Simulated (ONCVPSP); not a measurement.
## Pseudopotential generation for K (Z = 19): ONCV, PBE, non-relativistic.

ONCVPSP 4.0.1 input, shortened (lines: element, Z, core and valence counts, functional; n l f; lmax; l rc ep ncon nbas qcut; lloc lpopt rc5 dvloc0; l nproj debl; icmod fcfact rcfact), PBE, non-relativistic:

```
  K 19.00    3    3        4      upf
    1    0    2.00
    2    0    2.00
    2    1    6.00
    3    0    2.00
    3    1    6.00
    4    0    1.00
    2
    0    2.25    0.00    4    7    5.20
    1    1.95    0.00    3    6    6.70
    2    2.30    0.06    4    8    4.30
    4    5    1.85   -1.00
    0    3    1.80
    1    2    2.90
    2    2    2.20
    3    5.00    1.70
```

- Cutoffs needed: 12 Ha and 15 Ha (the cutoffs (Ha) at which the residual kinetic energy of the hardest occupied pseudo-wave falls to 1 and 0.1 mHa per electron) The cutoffs count occupied waves only; projector 2 of the d channel, the hardest unoccupied one, needs 55 Ha at the loose tolerance.
- Ghost test: no bound ghost flagged; no localised positive-energy state flagged
- Largest excitation error: +12 meV (all-electron minus pseudo) for 3s2 3p5 4s1, out of 4 test configurations
- rms error of d²Exc/dni dnj: 2.04 mHa without and 3.47 mHa with the model core
